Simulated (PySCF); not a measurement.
Cartesian coordinates (Å):
SMILES: [SiH2]O[SiH3]
```xyz
8

Si     1.8159     0.4910     0.4731
O      0.2451     0.0699     0.5857
Si    -1.2957    -0.3401     0.2359
H      2.5815    -0.5916    -0.2102
H      1.9458     1.7663    -0.2901
H     -2.2051     0.7508     0.6625
H     -1.6454    -1.5856     0.9603
H     -1.4421    -0.5607    -1.2253
```
Charge 0, spin multiplicity 2.

Question: Predict the highest occupied spin orbital, dipole moment and total energy from PBE-D3(BJ)/def2-TZVP // r2SCAN-D4/def2-TZVP (PySCF 2.14.0).

Answer: 
```yaml
highest_occupied_spin_orbital: -4.90 eV
dipole_moment: 0.30 D
total_energy: -656.8953 Ha
```
